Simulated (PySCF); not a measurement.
Polarisability and C₆ of Ti²⁺ (titanium, charge +2)

[Ar] 3d2, high-spin 3F determinant. Calculation: PySCF 2.14, in x2c-QZVPPall with one added diffuse shell each of s, p, d, f, g type (12s8p6d4f3g, 121 functions); scalar relativity by spin-free X2C-1e. Coupled (time-dependent) response in atomic units; α is the mean over directions.

| method | mean α (bohr³) | C₆ (like pair) | S(−4) |
| --- | --- | --- | --- |
| PBE0 | 4.904 | 14.68 | 20.30 |

S(−4) is the Cauchy moment in α(ω) = α(0) + S(−4) ω² + …

α(iu) at PBE0:

```tsv
u (hartree)	α(iu) (bohr³)
0	4.904
0.0500	4.854
0.100	4.717
0.200	4.298
0.300	3.853
0.500	3.143
0.750	2.530
1.00	2.084
1.50	1.467
2.00	1.072
3.00	0.6284
5.00	0.2858
```

For an ion, C₆ is the dispersion term alone; charge-induced terms of lower order in 1/R come first.
